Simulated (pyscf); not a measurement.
Structures and frequencies: ωB97X-D3(BJ)/def2-SVP in PySCF. MP2 and CC: frozen core, UHF for open shells. ΔMP2 is the change of the MP2 total energy from the triple- to the quadruple-zeta basis.

### Question
Estimate the classical barrier height and the reaction energy of `[NH2][N][SiH3]` [doublet] → `[NH][NH][SiH3]` [doublet] at CCSD(T)/def2-TZVPP + ΔMP2(QZVPP). The step runs on the doublet surface, breaks H–N and forms H–N; take the reactant's lowest minimum found as zero.

### Answer
ΔE‡ = 52.7 kcal/mol, ΔE = -2.7 kcal/mol. Zero-point energy shifts the barrier by -3.6 kcal/mol. It is a hydrogen shift, with an imaginary mode of 2086i cm⁻¹. H₂N–N•–SiH₃ lies 47.6 kcal/mol over its isomer H₂N–SiH•–NH₂ (electronic energy, ωB97M-D3(BJ)). •HN–NH–SiH₃ lies 46.1 kcal/mol over its isomer H₂N–SiH•–NH₂ (electronic energy, ωB97M-D3(BJ)). One saddle was located; it need not be the lowest between these sides. The CCSD(T) − MP2 part came from Ansatz, without density fitting, on the same reference.
